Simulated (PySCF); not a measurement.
Molfile (atoms numbered from 1):
```
C6H9FOSi
     RDKit          3D

 18 17  0  0  0  0  0  0  0  0999 V2000
   -1.9136   -2.8334    0.1864 C   0  0  0  0  0  0  0  0  0  0  0  0
   -1.4073   -1.8815   -0.6057 C   0  0  0  0  0  0  0  0  0  0  0  0
   -0.8842   -0.2257    0.0430 Si  0  0  1  0  0  4  0  0  0  0  0  0
    0.9155    0.0311   -0.2496 C   0  0  0  0  0  0  0  0  0  0  0  0
    2.1024    0.2139   -0.4575 C   0  0  0  0  0  0  0  0  0  0  0  0
    3.5233    0.4137   -0.7099 C   0  0  0  0  0  0  0  0  0  0  0  0
    3.9431    1.6572   -0.3205 F   0  0  0  0  0  0  0  0  0  0  0  0
   -1.7203    0.9509   -0.7771 O   0  0  0  0  0  0  0  0  0  0  0  0
   -1.4779    2.3263   -0.6595 C   0  0  0  0  0  0  0  0  0  0  0  0
   -2.2095   -3.8160   -0.1976 H   0  0  0  0  0  0  0  0  0  0  0  0
   -2.0564   -2.6738    1.2615 H   0  0  0  0  0  0  0  0  0  0  0  0
   -1.2867   -2.0918   -1.6760 H   0  0  0  0  0  0  0  0  0  0  0  0
   -1.1381   -0.1480    1.5128 H   0  0  0  0  0  0  0  0  0  0  0  0
    4.1064   -0.3475   -0.1621 H   0  0  0  0  0  0  0  0  0  0  0  0
    3.7309    0.2894   -1.7874 H   0  0  0  0  0  0  0  0  0  0  0  0
   -1.7417    2.7055    0.3448 H   0  0  0  0  0  0  0  0  0  0  0  0
   -0.4193    2.5774   -0.8539 H   0  0  0  0  0  0  0  0  0  0  0  0
   -2.0981    2.8577   -1.3970 H   0  0  0  0  0  0  0  0  0  0  0  0
  1  2  2  0
  2  3  1  0
  3  4  1  0
  4  5  3  0
  5  6  1  0
  6  7  1  0
  3  8  1  0
  8  9  1  0
  1 10  1  0
  1 11  1  0
  2 12  1  0
  3 13  1  1
  6 14  1  0
  6 15  1  0
  9 16  1  0
  9 17  1  0
  9 18  1  0
M  END
```

Geometry: PBE0-D3(BJ)/def2-SVP; GIAO absolute shieldings from PySCF 2.14.0 with density-fitted response routines, gas phase, non-relativistic, averaged over equivalent atoms.

At PBE0/pcSseg-1 (205 basis functions, 31 s wall time on 1 thread of an AMD EPYC 7R43 64-Core, shared host):
```json
{"atoms": "C1", "σ (ppm)": "37.5"}
{"atoms": "C2", "σ (ppm)": "42.7"}
{"atoms": "C5", "σ (ppm)": "75.0"}
{"atoms": "C4", "σ (ppm)": "88.5"}
{"atoms": "C6", "σ (ppm)": "113.4"}
{"atoms": "C9", "σ (ppm)": "131.9"}
{"atoms": "Si3", "σ (ppm)": "382.7"}
{"atoms": "F7", "σ (ppm)": "423.2"}
{"atoms": "O8", "σ (ppm)": "317.9"}
{"atoms": "H10", "σ (ppm)": "24.85"}
{"atoms": "H12", "σ (ppm)": "24.90"}
{"atoms": "H11", "σ (ppm)": "25.02"}
{"atoms": "H15", "σ (ppm)": "26.25"}
{"atoms": "H14", "σ (ppm)": "26.27"}
{"atoms": "H13", "σ (ppm)": "26.50"}
{"atoms": "H16/H17/H18", "σ (ppm)": "27.56"}
```

**Question.** What do these become at HF/pcSseg-1?

**Answer.** 
```
      atoms  σ at HF/pcSseg-1  change
         C1              44.2    +6.7
         C2              50.4    +7.7
         C5              83.0    +8.0
         C4              93.7    +5.2
         C6             128.5   +15.1
         C9             143.3   +11.4
        Si3             426.4   +43.7
         F7             445.7   +22.5
         O8             342.2   +24.3
        H10             25.37   +0.52
        H12             25.45   +0.55
        H11             25.49   +0.47
        H15             27.03   +0.78
        H14             27.04   +0.77
        H13             27.37   +0.87
H16/H17/H18             28.15   +0.59
```

The largest change is at Si3 (silicon bonded to 2 C, O, H). Cost: 205 basis functions, 17 s wall time on 1 thread of an AMD EPYC 7R43 64-Core, shared host. The order of the carbon signals is the same at both levels.
